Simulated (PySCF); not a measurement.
Structure from NMR data

The spectra below were simulated for a compound C8H9P.

1H NMR (600 MHz, computed): δ 9.15 (m, 1H), 8.98 (m, 1H), 8.10 (m, 1H), 6.83 (m, 1H), 1.85 (m, 1H), 1.13 (m, 2H), 0.72 (m, 2H).

13C{1H} NMR (computed): δ 163.9 (CH), 161.8 (CH), 155.3 (C), 139.1 (CH), 126.1 (CH), 22.3 (CH), 15.1 (CH2, 2C).

- shieldings: GIAO PBE0/pcSseg-1
- GFN2-xTB geometry
- run in PySCF 2.14
- single conformer, relativity neglected, no solvent, equivalent nuclei averaged

Referencing at the same level of theory: 1H (σ = 31.72 ppm), 13C (σ = 186.93 ppm) against TMS.

Choose the structure that fits.
A. C=Cc1ccc(C)cp1
B. C/C=P\c1ccccc1
C. c1ccc2c(c1)CPC2
D. C=Cc1cccc(C)p1
E. C#CP1C=CC(C)C=C1
F. c1cpcc(C2CC2)c1

Results:

F. 

7 carbon signals for 8 carbons: some carbons are equivalent by symmetry or fast rotation. Carbon types of the structure: 1 × C, 5 × CH, 2 × CH2, which accounts for all hydrogens. δC 163.9, 161.8, 139.1, 126.1: aromatic CH. δC 155.3: substituted aromatic carbon. δC 22.3, 15.1: three-membered-ring carbon; carbons of three-membered rings are unusually shielded. δH 9.15, 8.98, 8.10, 6.83: hydrogen on an aromatic CH; ring-current deshielding. δH 1.85, 1.13, 0.72: hydrogen on a three-membered-ring carbon.

The others: c1ccc2c(c1)CPC2 would give 4 carbon signals, not 7; C/C=P\c1ccccc1 would give 6 carbon signals, not 7; C=Cc1cccc(C)p1 would give 8 carbon signals, not 7; C=Cc1ccc(C)cp1 would give 8 carbon signals, not 7; C#CP1C=CC(C)C=C1 would give 6 carbon signals, not 7.

Splittings by 31P in the carbon and heteronuclear signals aren't shown, as no couplings were computed. Shifts are as computed. Against solution values, carbons near 30 ppm lie about +3 ppm off and those near 130 ppm about +5 ppm. Of 1211 compounds with measured shifts, 218 miss one by over three times the rms of a fit or turn the order of signals round; such compounds aren't used in these exercises. Multiplicities follow the n + 1 count of equivalent neighbours, as no J values were calculated; m marks all less simple cases, F and P coupling included.
